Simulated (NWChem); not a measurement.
Species: C2H5FGe; SMILES C=[CH][GeH2][F]

```xyz
9

Ge    -0.3073    -0.5663     0.0000
F      1.4323    -0.8105     0.0000
C     -0.5348     1.3620     0.0000
C      0.5246     2.1763     0.0000
H     -0.8539    -1.2552    -1.2759
H     -0.8539    -1.2552     1.2759
H     -1.5432     1.7758     0.0000
H      0.4229     3.2607     0.0000
H      1.5391     1.7852     0.0000
```
Atoms are numbered in this order, from 1.

Structure relaxed at the B3LYP/6-31G* (spherical d) level.

Problem. Give the principal values of the shielding tensors (ppm) of Ge1, F2, C3, C4 from PBE/pcSseg-1, GIAO (NWChem), with their diamagnetic and paramagnetic parts as GIAO splits them.

Solution. 
```json
[
 {"atom": "Ge1", "σ11": "1132.3", "σ22": "1172.4", "σ33": "1482.1", "isotropic": "1262.3", "diamagnetic": "2755.9", "paramagnetic": "-1493.6"},
 {"atom": "F2", "σ11": "379.2", "σ22": "439.5", "σ33": "445.7", "isotropic": "421.5", "diamagnetic": "477.5", "paramagnetic": "-56.0"},
 {"atom": "C3", "σ11": "-65.4", "σ22": "37.1", "σ33": "149.9", "isotropic": "40.5", "diamagnetic": "259.0", "paramagnetic": "-218.4"},
 {"atom": "C4", "σ11": "-84.4", "σ22": "31.2", "σ33": "168.0", "isotropic": "38.3", "diamagnetic": "256.4", "paramagnetic": "-218.1"}
]
```
